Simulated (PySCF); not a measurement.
MoF₄, SMILES [F][Mo]([F])([F])[F] (connectivity only; charge and spin as stated), neutral, multiplicity 3. Atoms are numbered in the order given.

```xyz
5

Mo     0.0000     0.0000     0.0000
F      0.0000     1.2750    -1.3467
F      0.0000    -1.2750     1.3467
F      0.0000     1.2750     1.3467
F      0.0000    -1.2750    -1.3467
```
Charge 0, spin multiplicity 3.

Geometry: B3LYP-D3(BJ)/def2-SVP. The geometry has at least one imaginary mode, so it is a saddle point at that level. The spin state was assumed, not searched. The def2 effective core potentials stand for the cores of Mo; spin–orbit coupling is left out.

Level of theory: PySCF 2.14.0 with TDA-PBE/def2-SVPD.

Vertical excitations. Gas-phase values at a fixed geometry.

List the lowest excited states. (Estimate from the structure and the level; the computed values follow.)


| state | energy (eV) | λ (nm) | f | main pairs |
|---|---|---|---|---|
| root 1 | 0.44 | 2824 | 0.000 | α HOMO→LUMO 99 % |
| root 2 | 1.10 | 1131 | 0.000 | α HOMO→LUMO+1 100 % |
| root 3 | 1.26 | 987 | 0.000 | α HOMO−1→LUMO 100 % |
| root 4 | 2.21 | 561 | 0.000 | α HOMO−1→LUMO+1 100 % |
| root 5 | 3.87 | 320 | 0.000 | α HOMO−2→LUMO 99 % |
| root 6 | 4.42 | 281 | 0.000 | α HOMO−3→LUMO 98 % |
| root 7 | 4.55 | 272 | 0.000 | β HOMO→LUMO 100 % |
| root 8 | 4.56 | 272 | 0.000 | α HOMO−4→LUMO 98 % |
| root 9 | 4.59 | 270 | 0.003 | α HOMO−5→LUMO 78 %, β HOMO−2→LUMO+1 18 % |
| root 10 | 4.67 | 265 | 0.000 | β HOMO→LUMO+1 99 % |
Unrestricted roots are not spin-pure.
